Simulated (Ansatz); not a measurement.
A nudged elastic band was laid between two geometries of Cl$_{2}$H$_{2}$SSi (6 atoms, charge 0, multiplicity 1).

Computed with RKS PBE0/6-31G (Ansatz).

```
movable images  : 5
climbing image  : yes
spring          : 5.0 eV/Å²
optimiser       : quadratic models (default)
start path      : IDPP
force threshold : 0.05 eV/Å
iteration limit : 60
end points      : relaxed
```

Initial state:

```xyz
6
Properties=species:S:1:pos:R:3
S -1.508 0.817 -0.481
Si 0.339 -0.095 0.323
Cl -0.097 -0.573 2.377
Cl 0.871 -1.896 -0.760
H -1.105 0.895 -1.795
H 1.541 0.787 0.289
```

Final state:

```xyz
6
Properties=species:S:1:pos:R:3
S -1.223 0.294 -1.271
Si 0.404 -0.224 0.133
Cl -0.229 -0.036 2.197
Cl 0.906 -2.274 -0.293
H -1.452 1.570 -0.806
H 1.636 0.606 -0.007
```

Task: What changes between the two ends?

Result: No bond is made or broken. The dihedral H5–S1–Si2–H6 goes from 68 to -64°. The two ends are copies of one structure, up to a mirror image or an exchange of like atoms.

Task: Give the energies along the band, and the barrier.

Result: It converged. The highest image is number 3 of 0 to 6, 0.7 kcal/mol above the ends, which have the same energy within 2 meV. A vibrational analysis at the climbing image gives one clearly imaginary mode, 167i cm⁻¹: a first-order saddle point. Limits of this set-up: no polarisation functions.

```csv
image,path coordinate (Å),energy (kcal/mol),dihedral H5–S1–Si2–H6 (°)
0,0.00,0.0,68
1,0.38,0.1,47
2,0.76,0.5,24
3,1.15,0.7,1
4,1.51,0.5,-22
5,1.88,0.2,-43
6,2.25,0.0,-64
```

Task: What is the geometry of the highest image?

Result: 
```xyz
6
Properties=species:S:1:pos:R:3
S -1.525 0.358 -0.872
Si 0.296 -0.198 0.255
Cl -0.087 -0.108 2.381
Cl 0.872 -2.230 -0.205
H -0.955 1.411 -1.545
H 1.442 0.703 -0.061
```

Task: What are the harmonic wavenumbers there?

Result: 167i, 153, 156, 201, 416, 523, 528, 709, 732, 798, 2249, 2563 cm⁻¹.

Run time: 79 s on 1 thread of Intel(R) Xeon(R) Platinum 8259CL CPU @ 2.50GHz (Skylake/Cascade Lake) (shared host), peak memory 0.15 GiB.
